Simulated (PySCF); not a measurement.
## How methods differ on the excitation energy of Nb⁺

Nb⁺ [Kr] 4d4 (5D) → Nb⁺ [Kr] 4d3 5p1 (high-spin determinant), as a difference of total energies. Calculation: PySCF 2.14, in def2-QZVPPD with the def2 core potential (28 electrons) (7s5p4d3f2g, 81 functions); a scalar-relativistic core potential. Correlated levels: valence and next inner shell: nothing frozen outside the core potential. The calculations carry no spin-orbit coupling.

```json
{"method": "UHF", "excitation energy (cm⁻¹)": "31727"}
{"method": "MP2 (valence and next inner shell)", "excitation energy (cm⁻¹)": "36136"}
{"method": "SCS-MP2 (valence and next inner shell)", "excitation energy (cm⁻¹)": "34611"}
{"method": "CCSD (valence and next inner shell)", "excitation energy (cm⁻¹)": "35032"}
{"method": "CCSD(T) (valence and next inner shell)", "excitation energy (cm⁻¹)": "35059"}
```

The determinant of the upper state mixes LS terms, which raises its energy above the lowest term, most at the Hartree-Fock and MP2 levels.
